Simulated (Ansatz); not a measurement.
Coupled-cluster diagnostics for SnHMe2I (C2H7ISn), Ansatz.

Geometry of the singlet (r2SCAN-D4/def2-SVP):

Cartesian coordinates in Å:
```
Sn 0.624 -0.411 -0.006
H 1.277 -1.856 -0.669
C -1.020 -0.791 1.329
H -1.845 -1.269 0.778
H -1.370 0.159 1.757
H -0.692 -1.455 2.141
C 0.163 1.049 -1.518
H 1.062 1.263 -2.113
H -0.181 1.975 -1.037
H -0.628 0.664 -2.179
I 2.610 0.671 1.518
```

In the def2 sets I, Sn take a core potential; there is no spin–orbit coupling. Correlated methods freeze 10 core orbitals; core or outer-core shells of Sn, I are correlated, in sets that lack core-valence functions.

**Question.** Estimate the CCSD(T) correlation energy, the shares of MP2 and (T), T1 and the reference's ⟨S²⟩ for: charge 0, singlet, own geometry in def2-TZVP; and the rough time on 4 threads of Intel Xeon on a shared host.

**Answer.** 
```csv
state,basis,correlation (eV),MP2 share (%),(T) share (%),T1,⟨S²⟩ (pure),wall time
"charge 0, singlet, own geometry",def2-TZVP,-32.670,97.2,2.8,0.010,0.00 (0.00),4.8 min
```
Customary marks for T1 are 0.02 (closed shells), 0.045 (open shells) and about 0.05 (3d metals). T1 stays under 0.02 throughout.
